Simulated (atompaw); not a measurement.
**C (Z = 6): one change to a PAW (atompaw) potential, before and after**

atompaw 4.2.0.5 input, output lines left out:

```
C 6
LDA-PW scalarrelativistic loggrid 1500 logderivrange -4 5 226
2 2 0 0 0 0
2 1 1
0 0 0
c
v
v
1
2.90 2.55 2.80 2.60
y
2.7
n
y
-0.85
n
custom polynom2 7 10 vanderbiltortho sinc
2 -0.5 troulliermartins
2.90
2.90
2.90
2.90
```

Change: augmentation sinc compensation charge, radius 2.55 bohr; PAW radius 2.90 bohr; waves and projectors: modrrkj vanderbiltortho.

Cutoffs: the cutoffs (Ry, on a coarse ladder) from which the occupation-weighted sum of valence levels, in a spherical-Bessel basis at the reference potential, stays within 10 and 1 mRy of its value at 400 Ry; they do not see the model core or the augmentation charge, which bear on the density cutoff.

Question: What does the change do?

Answer: The potential gets softer (10 Ry and 25 Ry → 6 Ry and 8 Ry); neither file shows a bound ghost.

```tsv
quantity	base	changed
cutoff, loose	10 Ry	6 Ry
cutoff, tight	25 Ry	8 Ry
loose cutoff by channel (10 mRy a level)	s 6 Ry, p 8 Ry	s 6 Ry, p 6 Ry
bound ghosts	none	none
s: phases at 2.92 bohr within 0.05 rad from the reference energy up to (Ry; the scan ends near 5)	-1.3	n/a
p: phases at 2.92 bohr within 0.05 rad from the reference energy up to (Ry; the scan ends near 5)	0.2	0.4
lowest overlap eigenvalue by channel	s 0.63, p 0.91	s 0.46, p 1.00
```

 The cutoffs see the waves, projectors and local potential, not the compensation charge or the core.
